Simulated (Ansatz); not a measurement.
C2H3B, SMILES `B=C=C` (charge 0, multiplicity 1).

Computed with frozen-core CCSD(T)/cc-pVQZ // B3LYP-D3(BJ)/def2-TZVP run with Ansatz (a program for electronic structure).

Ansatz 0.2 input:
```yaml
crystal:
  periodic: [false, false, false]
  atoms:
    - { symbol: B, position_ang: [1.552815, -0.067851, -0.49522] }
    - { symbol: C, position_ang: [0.205053, -0.008828, -0.372129] }
    - { symbol: C, position_ang: [-1.104473, 0.048217, -0.252871] }
    - { symbol: H, position_ang: [2.713829, -0.118436, -0.600569] }
    - { symbol: H, position_ang: [-1.673052, 0.943835, -0.500308] }
    - { symbol: H, position_ang: [-1.694177, -0.796939, 0.100115] }
basis:
  gaussian: { orbitals: cc-pVQZ }
correlation:
  method: ccsd_t
```

Output:

```
Functional definition: HF
1497 factors; integrals over basis functions are off by at most 9.8e-4 eV
mean field evaluation 1: about -2775.4728 eV, gradient 3.1e1 eV
mean field evaluation 2: about -2775.4736 eV, gradient 3.1e1 eV
mean field evaluation 4: about -2778.1515 eV, gradient 3.2e0 eV
mean field evaluation 8: about -2778.2008 eV, gradient 1.6e-1 eV
mean field evaluation 16: about -2778.1966 eV, gradient 6.1e-1 eV
mean field -2778.20110305 eV, -102.0970074049 hartree, gradient 2.4e-6 eV, S^2 0.000000; 0 other end points of the search recorded, 0 dependent functions left out; unrestricted orbitals would lower it
mean field evaluation 32: about -2778.1553 eV, gradient 2.3e0 eV
3 core orbitals not correlated
reference -2778.20110305 eV, -102.0970074049 hartree; 7, 7 occupied and 245, 245 virtual orbitals, 1497 factors
second order -11.63070906 eV of doubles, -0.00000000 eV of singles
cycle   1  -11.73776648 eV  change   -1.1e-1 eV  update   8.7e-2
cycle   2  -12.09499735 eV  change   -3.6e-1 eV  update   2.9e-2
cycle   3  -12.18192326 eV  change   -8.7e-2 eV  update   1.5e-2
cycle   4  -12.17617074 eV  change    5.8e-3 eV  update   3.6e-3
cycle   5  -12.17610829 eV  change    6.2e-5 eV  update   1.5e-3
cycle   6  -12.17648829 eV  change   -3.8e-4 eV  update   3.3e-4
cycle   7  -12.17640976 eV  change    7.9e-5 eV  update   1.1e-4
cycle   8  -12.17644106 eV  change   -3.1e-5 eV  update   4.1e-5
cycle   9  -12.17646215 eV  change   -2.1e-5 eV  update   1.5e-5
cycle  10  -12.17645785 eV  change    4.3e-6 eV  update   6.8e-6
perturbative correction -0.65191000 eV, -0.0239572507 hartree
Total energy: -2791.02947090 eV, -102.5684412280 hartree
```
